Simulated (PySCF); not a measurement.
C₇H₁₄P (charge +1).
Numbering: `[CH3:1][PH+:2]([CH:3]1[CH2:4][CH2:5]1)[CH:6]1[CH2:7][CH2:8]1` (hydrogens: H9, H10, H11 on C1; H12 on P2; H13 on C3; H14, H15 on C4; H16, H17 on C5; H18 on C6; H19, H20 on C7; H21, H22 on C8)

Torsions of this conformer, `[CH3:1][PH+:2]([CH:3]1[CH2:4][CH2:5]1)[CH:6]1[CH2:7][CH2:8]1`: C1–P2–C3–C4 -80°, C1–P2–C6–C7 153°.

The closed-shell ground state was solved at several levels (PySCF, density fitting, gas phase, non-relativistic). Geometry: PBE0-D3(BJ)/def2-SVP, one conformer, isolated ion.

```tsv
level	basis functions	HOMO (eV)	LUMO (eV)	gap (eV)
CAM-B3LYP/def2-SVPD	276	-14.22	-2.87	11.35
B97-2/pcSseg-1	213	-12.62	-3.90	8.72
```

Question: What might PBE0/pcSseg-1 (213 basis functions) give for the same quantities?

Answer: HOMO -12.88 eV, LUMO -3.87 eV, gap 9.01 eV.

Question: Over all these levels, which gives the widest orbital gap and which the narrowest?

Answer: CAM-B3LYP/def2-SVPD (range-separated hybrid) has the widest, 11.35 eV, and B97-2/pcSseg-1 (global hybrid, 21 % exact exchange) the narrowest, 8.72 eV. Functional and basis both differ between the two, so the spread mixes both effects.
